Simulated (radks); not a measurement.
The numbers below are computed, except where a source is named.
The mean radii <r> (bohr) of the occupied orbitals of an atom or ion are listed with their occupations. Level of theory: non-relativistic Kohn-Sham, PBE, spin-polarised, spherical densities, point nucleus (a radial shooting solver on a logarithmic mesh with Libxc functionals).

| orbital | occ. | <r> |
|---|---|---|
| 1s up | 1 | 0.07347 |
| 1s down | 1 | 0.07337 |
| 2s up | 1 | 0.3281 |
| 2s down | 1 | 0.3300 |
| 2p up | 3 | 0.2868 |
| 2p down | 1 | 0.2890 |

Name the element and its charge. Open shells, if any, are filled with parallel spins first.

Answer. Z = 21, scandium, charge +13: Sc13+ in [He] 2s2 2p4. The 1s radius gives Z: for a bare nucleus <r> = 1.5/Z, 0.07143 bohr for Z = 21, and screening makes it slightly larger (0.07347 here). The occupations add up to 8, and the charge is Z minus that.
